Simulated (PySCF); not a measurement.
Computed IR spectrum (relative IR intensity) of a molecule C2H7BClN. Coordinates come from a PBE-D3(BJ)/def2-SVP optimisation. Other conformers were not sampled. Computed with PySCF with PBE-D3(BJ)/def2-SVP. Frequencies are harmonic and unscaled.

Lines under 2 % of the strongest are left out, and lines within 2 cm⁻¹ are merged.

```
ν (cm⁻¹)  relative intensity
--------  ------------------
371                      2.1
401                      6.9
498                       67
594                       10
631                       10
725                      5.7
797                      3.1
955                      2.0
1008                      25
1083                      70
1273                      34
1333                      20
1355                      13
1430                     3.3
1432                     7.7
1540                     100
2958                      16
2965                     9.3
3039                      16
3047                      14
3513                      17
3620                      18
```

Question: Pick the molecule that these values belong to.
A. CN(C)BCl
B. CNB(C)Cl
C. CCB(N)Cl

Answer: C, CCB(N)Cl
